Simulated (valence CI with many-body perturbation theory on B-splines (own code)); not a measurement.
The numbers below are computed, except where a source is named.
# From CI to CI+MBPT in Pm47+

Method: configuration interaction combined with many-body perturbation theory (CI+MBPT): four valence electrons over a frozen Dirac-Fock core [Ne], a basis of 11 s, 11 p, 9 d, 7 f, 5 g, 2 h, 1 i functions for each j, with the one-electron correlation potential Σ1, the two-electron term Σ2, the three-electron term Σ3, Breit, model QED; selected CI, second order for the rest (own B-spline code, finite nucleus).

No measured spectrum was set against this ion. As an estimate, large intervals hold to a few tenths of a per cent, small ones and those within an open d or f shell to about a per cent.

Each rung adds one term. CI alone is the Dirac-Coulomb CI over the frozen core; QED comes last and gives the full result, which names the levels. Energies are above (3s^2 3p1/2^2) J=0 on the same rung, in eV.

Levels are named by their leading jj configuration (3d3/2^4 stands for four electrons in 3d with j = 3/2), which in mixed levels can hold well under half, so a name can repeat and another be missing. Letters in brackets count levels of one name in rising energy.

| Level | CI alone | + Σ1 | + Σ2 | + Σ3 | + Breit | Full |
| --- | --- | --- | --- | --- | --- | --- |
| (3s^2 3p1/2 3p3/2) J=1 | 136.61 | 136.72 | 136.82 | 136.84 | 134.90 | 135.12 |
| (3s^2 3p1/2 3p3/2) J=2 | 144.39 | 144.50 | 144.57 | 144.57 | 142.37 | 142.59 |
| (3s 3p1/2^2 3p3/2) J=2 | 261.07 | 260.95 | 261.02 | 261.09 | 260.78 | 258.83 |
| (3s 3p1/2^2 3p3/2) J=1 | 284.07 | 283.95 | 283.79 | 283.83 | 283.41 | 281.66 |
| (3s^2 3p3/2^2) J=2 | 286.31 | 286.54 | 286.70 | 286.71 | 282.72 | 283.15 |
| (3s^2 3p3/2^2) J=0 | 302.28 | 302.50 | 302.60 | 302.58 | 298.87 | 299.29 |
| (3s^2 3p1/2 3d3/2) J=2 | 310.57 | 310.47 | 310.35 | 310.33 | 307.52 | 307.38 |
| (3s^2 3p1/2 3d3/2) J=1 | 343.16 | 343.06 | 342.35 | 342.22 | 339.98 | 339.56 |
| (3s^2 3p1/2 3d5/2) J=2 | 355.71 | 355.70 | 355.47 | 355.43 | 352.00 | 351.73 |
| (3s^2 3p1/2 3d5/2) J=3 | 357.82 | 357.82 | 357.61 | 357.54 | 353.57 | 353.46 |
| (3s 3p1/2 3p3/2^2) J=2 [a] | 396.83 | 396.81 | 396.82 | 396.85 | 394.65 | 393.08 |
| (3s 3p1/2 3p3/2^2) J=3 | 408.67 | 408.66 | 408.73 | 408.78 | 406.08 | 404.49 |
| (3s 3p1/2 3p3/2^2) J=0 | 417.07 | 417.05 | 417.18 | 417.22 | 415.18 | 413.59 |
| (3s 3p1/2 3p3/2^2) J=1 [a] | 427.74 | 427.73 | 427.67 | 427.70 | 425.34 | 423.79 |
| (3s 3p1/2 3p3/2^2) J=2 [b] | 430.12 | 430.11 | 429.94 | 429.98 | 427.21 | 425.85 |
| (3s 3p1/2^2 3d3/2) J=1 | 437.39 | 437.05 | 436.87 | 436.86 | 436.24 | 433.89 |
| (3s 3p1/2 3p3/2^2) J=1 [b] | 438.26 | 438.25 | 437.81 | 437.82 | 435.77 | 434.01 |
| (3s 3p1/2^2 3d3/2) J=2 | 442.82 | 442.48 | 442.25 | 442.23 | 441.41 | 439.06 |
| (3s^2 3p3/2 3d3/2) J=3 | 477.62 | 477.63 | 477.22 | 477.12 | 472.29 | 472.30 |

Task: How does the ionisation energy move along the ladder, and which term matters most?

Result: CI alone 4062.6, + Σ1 4063.6, + Σ2 4063.7, + Σ3 4063.5, + Breit 4058.6, + QED 4058.6 eV. The largest step is Breit, -4.9 eV. NIST lists 4056 ± 4 eV (theoretical).
